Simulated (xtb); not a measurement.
xtb input (GFN2-xTB):

```bash
xtb mol.xyz --gfn 2 --sp --chrg 0 --uhf 0
```
mol.xyz:
```
8

B      0.52031654     0.04190274    -0.10572934
F      0.61068274    -1.27556677    -0.29443230
F      1.62455573     0.76129983    -0.24919047
O     -0.62519190     0.65580127     0.21811235
C     -1.86169716    -0.03779684     0.39266633
H     -2.22241848     0.15458989     1.40236818
H     -2.58033166     0.35559362    -0.32539917
H     -1.74426047    -1.11092371     0.24338601
```

End of the output:

```
         :::::::::::::::::::::::::::::::::::::::::::::::::::::
         ::                     SUMMARY                     ::
         :::::::::::::::::::::::::::::::::::::::::::::::::::::
         :: total energy             -18.573490650514 Eh    ::
         :: gradient norm              0.023712775020 Eh/a0 ::
         :: HOMO-LUMO gap              7.479791350885 eV    ::
         ::.................................................::
         :: SCC energy               -18.674516833881 Eh    ::
         :: -> isotropic ES            0.079802373040 Eh    ::
         :: -> anisotropic ES         -0.002062852996 Eh    ::
         :: -> anisotropic XC         -0.003784062074 Eh    ::
         :: -> dispersion             -0.002879202762 Eh    ::
         :: repulsion energy           0.101026183366 Eh    ::
         :: add. restraining           0.000000000000 Eh    ::
         :: total charge              -0.000000000000 e     ::
         :::::::::::::::::::::::::::::::::::::::::::::::::::::

           -------------------------------------------------
          |                Property Printout                |
           -------------------------------------------------

    * Orbital Energies and Occupations

         #    Occupation            Energy/Eh            Energy/eV
      -------------------------------------------------------------
         1        2.0000           -0.8348331             -22.7170
       ...           ...                  ...                  ...
         3        2.0000           -0.7373054             -20.0631
         4        2.0000           -0.6630299             -18.0420
         5        2.0000           -0.6027906             -16.4028
         6        2.0000           -0.5833916             -15.8749
         7        2.0000           -0.5762110             -15.6795
         8        2.0000           -0.5700153             -15.5109
         9        2.0000           -0.5432697             -14.7831
        10        2.0000           -0.5383869             -14.6503
        11        2.0000           -0.5188914             -14.1198
        12        2.0000           -0.5183595             -14.1053
Note: The following floating-point exceptions are signalling: IEEE_DENORMAL
normal termination of xtb
        13        2.0000           -0.5125183             -13.9463
        14        2.0000           -0.4795229             -13.0485
        15        2.0000           -0.4705865             -12.8053 (HOMO)
        16                         -0.1957092              -5.3255 (LUMO)
        17                         -0.0070380              -0.1915
        18                          0.1170282               3.1845
        19                          0.1646642               4.4807
        20                          0.1792138               4.8767
        21                          0.2733638               7.4386
        22                          0.4776898              12.9986
        23                          0.5379212              14.6376
      -------------------------------------------------------------
                  HL-Gap            0.2748773 Eh            7.4798 eV
             Fermi-level           -0.3331479 Eh           -9.0654 eV

     #   Z          covCN         q      C6AA      α(0)
     1   5 B        2.246     0.624    22.894     9.642
     2   9 F        0.722    -0.287    12.184     4.122
     3   9 F        0.722    -0.266    11.948     4.082
     4   8 O        1.636    -0.311    19.208     5.916
     5   6 C        3.637     0.020    20.617     6.533
     6   1 H        0.925     0.077     2.007     2.215
     7   1 H        0.925     0.077     2.010     2.217
     8   1 H        0.925     0.066     2.127     2.281

 Mol. C6AA /au·bohr⁶  :        606.546223
 Mol. C8AA /au·bohr⁸  :      13535.878918
 Mol. α(0) /au        :         37.007693

Wiberg/Mayer (AO) data.
largest (>0.10) Wiberg bond orders for each atom

 ---------------------------------------------------------------------------
     #   Z sym  total        # sym  WBO       # sym  WBO       # sym  WBO
 ---------------------------------------------------------------------------
     1   5 B    3.313 --     4 O    1.245     3 F    1.031     2 F    1.007
     2   9 F    1.115 --     1 B    1.007
     3   9 F    1.142 --     1 B    1.031
     4   8 O    2.331 --     1 B    1.245     5 C    0.954
     5   6 C    3.914 --     8 H    0.982     6 H    0.977     7 H    0.977
                             4 O    0.954
     6   1 H    0.994 --     5 C    0.977
     7   1 H    0.994 --     5 C    0.977
     8   1 H    0.996 --     5 C    0.982
 ---------------------------------------------------------------------------

Topologies differ in total number of bonds
Writing topology from bond orders to xtbtopo.mol

molecular dipole:
                 x           y           z       tot (Debye)
 q only:       -1.156      -0.092       0.235
   full:       -1.163      -0.173       0.226       3.043
molecular quadrupole (traceless):
                xx          xy          yy          xz          yz          zz
 q only:        2.409       0.366      -3.290      -0.276      -0.616       0.881
  q+dip:        1.054      -0.603      -3.779       0.315      -0.728       2.725
   full:        1.251      -0.148      -4.279       0.405      -0.934       3.028

           -------------------------------------------------
          | TOTAL ENERGY              -18.573490650514 Eh   |
          | GRADIENT NORM               0.023712775020 Eh/α |
          | HOMO-LUMO GAP               7.479791350885 eV   |
           -------------------------------------------------

------------------------------------------------------------------------
------------------------------------------------------------------------
 total:
 SCF:
```
